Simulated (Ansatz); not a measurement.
Abridged output of a molecular run in Ansatz:

```
Functional definition: HF
1082 factors; integrals over basis functions are off by at most 1.5e-3 eV
mean field evaluation 1: about -8779.9713 eV, gradient 2.8e1 eV
mean field evaluation 2: about -8779.9803 eV, gradient 2.8e1 eV
mean field evaluation 4: about -8782.2999 eV, gradient 2.8e0 eV
mean field evaluation 8: about -8782.3318 eV, gradient 2.0e-1 eV
mean field evaluation 16: about -8782.3222 eV, gradient 4.0e-1 eV
mean field -8782.33209916 eV, -322.7447517655 hartree, gradient 6.6e-6 eV, S^2 0.000000; 1 other end points of the search recorded, 0 dependent functions left out
7 core orbitals not correlated: weight in the atoms' cores, before any rotation towards them, 1.000 or more for the frozen orbitals, at most 0.000 for the correlated occupied ones
reference -8782.33209916 eV, -322.7447517655 hartree; 16, 16 occupied and 75, 75 virtual orbitals, 1082 factors
second order -14.32450528 eV of doubles, -0.00000000 eV of singles
cycle   1  -15.06896216 eV  change   -7.4e-1 eV  update   1.0e-1
cycle   2  -15.55444988 eV  change   -4.9e-1 eV  update   3.5e-2
cycle   3  -15.65497705 eV  change   -1.0e-1 eV  update   1.7e-2
cycle   4  -15.64936631 eV  change    5.6e-3 eV  update   4.6e-3
cycle   5  -15.64861018 eV  change    7.6e-4 eV  update   1.8e-3
cycle   6  -15.64862850 eV  change   -1.8e-5 eV  update   6.4e-4
cycle   7  -15.64842612 eV  change    2.0e-4 eV  update   2.7e-4
cycle   8  -15.64843245 eV  change   -6.3e-6 eV  update   1.2e-4
cycle   9  -15.64847558 eV  change   -4.3e-5 eV  update   4.8e-5
cycle  10  -15.64846086 eV  change    1.5e-5 eV  update   1.8e-5
perturbative correction -0.53459516 eV, -0.0196460097 hartree
Total energy: -8798.51515518 eV, -323.3394681050 hartree
```

Its atoms:

```xyz
10

N    -0.723    1.006   -0.403
C    -0.428   -0.288   -0.701
C    -0.187   -1.269    0.188
In    2.233    0.440    0.386
H    -0.765    1.693   -1.131
H    -0.596    1.328    0.547
H    -0.370   -0.500   -1.765
H    -0.297   -1.112    1.254
H     0.032   -2.264   -0.169
H     1.101    0.966    1.794
```

Task: Which basis set was used?
A. def2-TZVPPD
B. def2-TZVPP
C. def2-SVP
D. cc-pV(T+d)Z

Result: C. It gives 98 functions.

Task: Write the keys of the input that set method, charge and spin (a neutral closed shell needs none for the last two).

Result: 
```yaml
correlation: {method: ccsd_t}
```
